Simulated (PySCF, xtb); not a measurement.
C₂H₆Ga, SMILES [CH3][Ga+][CH3], charge +1.

GFN2-xTB (xtb) at its own geometry gives an orbital gap of 3.30 eV.

Geometry optimised at r2SCAN-D4/def2-SVP. A frequency run showed that this geometry is not a minimum. The multiplicity is an assumed one; other spin states were not compared. The isomer is the one that the SMILES or the coordinates give; other isomers of the formula were not compared.

Problem. What does PBE/def2-TZVPD (PySCF) give? (The exact figures need the calculation; the answer reports its results.)

Solution. gap 5.67 eV (levels -13.11 and -7.44 eV).
